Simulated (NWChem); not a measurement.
Species: Si2NH6 cation

```xyz
9

Si    -0.1396     1.5923     0.0003
N      0.6115     0.1228    -0.0008
Si    -0.1138    -1.5613    -0.0013
H     -1.6137     1.6109     0.0003
H      0.6842     2.8162     0.0014
H      1.6361     0.1414    -0.0012
H      0.3623    -2.2121    -1.2452
H     -1.5752    -1.3011     0.0098
H      0.3805    -2.2194     1.2316
```
Atoms are numbered in this order, from 1.

Results from NWChem. Pople sets run with spherical d functions. STO-3G and 3-21G are far too small for this property and stand as cheap habits. All runs use the structure optimised with PBE0/def2-SVP. Field at 589 nm.

| level | isotropic polarisability (bohr³) | anisotropy (bohr³) |
|---|---|---|
| B3LYP/STO-3G | 29.0 | 24.6 |
| B3LYP/6-31G* | 48.5 | 28.4 |
| B3LYP/def2-SVP | 52.3 | 28.8 |
| B3LYP/def2-SVPD | 57.8 | 27.4 |
| B3LYP/aug-cc-pVDZ | … | … |

Some entries are withheld; supply them.


- B3LYP/aug-cc-pVDZ, isotropic polarisability (bohr³): 58.6
- B3LYP/aug-cc-pVDZ, anisotropy (bohr³): 28.0
